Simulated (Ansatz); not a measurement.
Molecule: sum formula LiNH3F, net charge 0, singlet state. 
Geometry from a B3LYP-D3(BJ)/def2-TZVP (Ansatz, a first-principles code) optimisation:
SMILES: [NH3]->[Li][F]
```xyz
6

N      0.0070    -0.0022    -1.7162
H      0.8171    -0.4835    -2.0954
H     -0.8121    -0.4625    -2.1021
H      0.0207     0.9380    -2.1004
Li    -0.0014     0.0004     0.3327
F     -0.0078     0.0024     1.9236
```

Quantity: vertical triplet-singlet gap (E(triplet) - E(singlet); each state is the SCF solution reached for its spin; the molecule has degenerate orbitals, so one determinant may break the symmetry), in kJ/mol. Valence correlation only, unless marked. Open shells are spin-unrestricted. No spin-orbit coupling. Non-relativistic. CBS(X,Y): correlation extrapolated as X^-3; Hartree-Fock from the larger set. The bracket is a focal-point correction in the basis named.

```json
[
 {"level": "SVWN5/def2-TZVPD", "program": "Ansatz", "vertical triplet-singlet gap (kJ/mol)": "601.6"},
 {"level": "PBE/def2-TZVPD", "program": "Ansatz", "vertical triplet-singlet gap (kJ/mol)": "587.6"},
 {"level": "B3LYP/def2-TZVPD", "program": "Ansatz", "vertical triplet-singlet gap (kJ/mol)": "(withheld)"},
 {"level": "wB97M-V/def2-TZVPD", "program": "Ansatz", "vertical triplet-singlet gap (kJ/mol)": "(withheld)"},
 {"level": "SCS-MP2/def2-TZVPPD", "program": "Ansatz", "vertical triplet-singlet gap (kJ/mol)": "685.4"},
 {"level": "RI-MP2/CBS(def2-TZVPPD,def2-QZVPPD)+[CCSD(T)-MP2]/def2-TZVPPD", "program": "Ansatz", "vertical triplet-singlet gap (kJ/mol)": "676.7"}
]
```

Fill in the missing entries.


- B3LYP/def2-TZVPD, vertical triplet-singlet gap (kJ/mol): 633.8
- wB97M-V/def2-TZVPD, vertical triplet-singlet gap (kJ/mol): 678.6
